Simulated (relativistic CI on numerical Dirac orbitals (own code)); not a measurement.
The spin-orbit constant of Nb²⁺ from its measured fine structure

Problem. The ground term ⁴F of Nb²⁺ (4d³) has the measured levels J = 3/2: 0.0, J = 5/2: 515.8, J = 7/2: 1176.6, J = 9/2: 1939.0 cm⁻¹ (measured levels as listed in Shadmi, J. Res. Natl. Bur. Stand. 70A, 435 (1966)). Test the interval rule and estimate ζ(4d).

Working.
1. In LS coupling E(J) − E(J − 1) = AJ. The intervals give A = 206.3 (J = 5/2), 188.8 (J = 7/2), 169.4 (J = 9/2) cm⁻¹.
2. These values spread by 20 % of their mean, from second-order spin-orbit mixing with other terms and from spin-spin terms.
3. The whole width divided by the sum of the upper J values gives a mean A = 184.7 cm⁻¹.
4. For the Hund term of a shell that is less than half full, A = +ζ/2S with 2S = 3, so ζ = 554 cm⁻¹.

Check. The value calculated from Dirac-Coulomb-Breit radial functions of this configuration is ζ = 482 cm⁻¹, 13 % below the estimate from measurement. The same recipe applied to the calculated levels returns 490 cm⁻¹, which shows the bias of the recipe itself. Where the interval rule fails, the estimate is only rough.
